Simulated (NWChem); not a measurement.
Molecule: BeH₂SeS; SMILES [SH][Be][SeH]

```xyz
5

Be     0.0069    -0.6899     0.0217
S      0.0148    -2.5947     0.0525
H      0.0276    -2.6846    -1.2987
Se     0.0337     1.3407     0.0110
H     -1.4392     1.3757    -0.0010
```
Atoms are numbered in this order, from 1.

Program: NWChem. Pople sets run with spherical d functions. Geometry: optimised at PBE0/def2-SVP.

Q: What does the run give for LDA (Slater exchange, VWN5)/6-31G*? Quantities: highest occupied level (eV); orbital gap (eV); dipole (D).

A: 
| Item | Result |
|---|---|
| highest occupied level (eV) | -6.32 |
| orbital gap (eV) | 4.84 |
| dipole (D) | 1.24 |
